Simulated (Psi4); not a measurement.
Pair of molecules, SMILES O with SMILES CF (the first has 3 atoms); geometry from B3LYP-D3(BJ)/def2-TZVP, rigid monomers moved along the line of their centres of mass till H3···F5 is 1.80 Å.
(charge 0, multiplicity 1):
```
atom    x (Å)    y (Å)    z (Å)
----  -------  -------  -------
O     -0.1214  -0.0633   0.5828
H      0.0078   0.6366  -0.0644
H     -0.4799   0.3723   1.3672
C      0.4519  -0.3140   3.6088
F     -0.4838   0.6250   3.1501
H     -0.0797  -1.0670   4.1893
H      0.9342  -0.7630   2.7420
H      1.1778   0.2078   4.2313
```

These are SAPT0/jun-cc-pV(D+d)Z in Psi4 values and carry that method's errors.

Problem. Which attractive term is largest, and how does the interaction split up?

Solution. electrostatics -398.5, exchange 443.8, induction -102.4, dispersion -83.4, total -140.4 meV; the largest attraction is electrostatics.
